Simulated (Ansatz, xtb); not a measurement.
Relative energy of two structures of H7InOSi

Structure I is a singlet given by its coordinates and structure II is a singlet given by its coordinates. Both are isolated molecules in the gas phase, relaxed with PBE0-D4/def2-SVP.

I (Å):

```xyz
10

In   -0.8947    1.0388    2.4814
O     0.9414   -0.5342    2.4347
Si   -1.2641    1.3071   -0.0596
H     0.7180   -1.3474    2.9044
H     1.7185   -0.1791    2.8839
H    -1.8952   -0.0528    3.4060
H     0.0465    2.2153    3.3630
H    -1.6185    0.0114   -0.7269
H    -0.0501    1.8393   -0.7616
H    -2.3837    2.2622   -0.3529
```

Close contacts (Å): In1–O2 2.42, In1–Si3 2.58, In1–H6 1.75, In1–H7 1.75, O2–H4 0.97, O2–H5 0.97, Si3–H8 1.50, Si3–H9 1.50, Si3–H10 1.50.

II (Å):

| atom | x (Å) | y (Å) | z (Å) |
| --- | --- | --- | --- |
| In | 1.2068 | -1.2229 | 1.0008 |
| O | 0.3475 | 0.2641 | -0.6868 |
| Si | -1.2424 | 0.8679 | -0.6516 |
| H | -2.1060 | -0.3156 | -0.4226 |
| H | -1.5239 | 1.5029 | -1.9716 |
| H | -1.3952 | 1.8766 | 0.4331 |
| H | 1.0396 | 0.8475 | -1.0189 |
| H | 1.1600 | -2.7100 | 0.1087 |
| H | -0.1020 | -0.8300 | 2.0843 |
| H | 2.6987 | -0.3316 | 1.1277 |

Close contacts (Å): In1–O2 2.41, O2–Si3 1.70, In1–H8 1.73, In1–H9 1.74, In1–H10 1.74, O2–H7 0.96, Si3–H4 1.48, Si3–H5 1.49, Si3–H6 1.49.

Task: Estimate which is lower in electronic energy at CCSD(T)/def2-SVP + ΔMP2/def2-TZVPP, and by roughly how much.

Result: The CCSD(T)/def2-SVP + ΔMP2/def2-TZVPP calculation puts structure II lower, by 11.0 kcal/mol.

How the difference moves with the method:

```
                             level          geometry  E(II) − E(I) (kcal/mol)  departure from the last row (kcal/mol)  job, with rough time for the two
                  PBE0-D4/def2-SVP  PBE0-D4/def2-SVP                      −6.1                                    +4.9                optimisation, 89 s
                       HF/def2-SVP  PBE0-D4/def2-SVP                     −12.9                                    −2.0           part of the CCSD(T) run
                      MP2/def2-SVP  PBE0-D4/def2-SVP                     −10.6                                    +0.4           part of the CCSD(T) run
                  CCSD(T)/def2-SVP  PBE0-D4/def2-SVP                      −9.4                                    +1.6                      single point
CCSD(T)/def2-SVP + ΔMP2/def2-TZVPP  PBE0-D4/def2-SVP                     −11.0                                                        single point, 16 s
```

The levels shown agree on the order. The largest departure from CCSD(T)/def2-SVP + ΔMP2/def2-TZVPP is that of PBE0-D4/def2-SVP, 4.9 kcal/mol. Levels run at GFN2-xTB geometries aren't shown. The last row adds to CCSD(T) the change of the MP2 difference between the two basis sets, here −1.6 kcal/mol.

With harmonic frequencies from PBE0-D4/def2-SVP (ideal gas, rigid rotor, one conformer each, 298.15 K, 1 atm): on the last row, ΔE + ΔZPE = −12.7 kcal/mol. A mode under 50 cm⁻¹ makes harmonic enthalpies and free energies unreliable, so none is given.

The correlated steps freeze 10 core orbitals; the filled d shell of In is correlated, in a basis made for valence electrons. Atoms past krypton carry core potentials in the def2 sets and no spin–orbit term is included. Programs: Ansatz 0.2.0; the last row on 2 threads of Arm Neoverse V2 on a shared host.
